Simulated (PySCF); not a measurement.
Computed IR spectrum (relative IR intensity) of a molecule C₂H₄N₂OSi. Geometry optimised at PBE-D3(BJ)/def2-SVP. One conformer was computed; it need not be the lowest. Level of theory: PBE-D3(BJ)/def2-SVP in PySCF. Frequencies are harmonic and unscaled.

Lines under 2 % of the strongest are left out, and lines within 2 cm⁻¹ are merged.

ν (cm⁻¹): 169 (m), 289 (s), 405 (m), 507 (m), 617 (m), 688 (w), 714 (w), 741 (m), 829 (vs), 846 (m), 868 (vs), 882 (s), 928 (vs), 1284 (vw), 1578 (m), 1643 (w), 2240 (s), 2981 (m), 2996 (s), 3768 (s) (against the strongest line: vs over 80 %, s over 45 %, m over 15 %, w over 4 %, vw less)

Q: Which molecule gave these data?
(A) C1=NC=N[SiH2]O1
(B) N#C/N=C/O[SiH3]
(C) O[SiH]1N=CC=N1
(D) O[Si@H]1C=NC=N1

A: C, O[SiH]1N=CC=N1
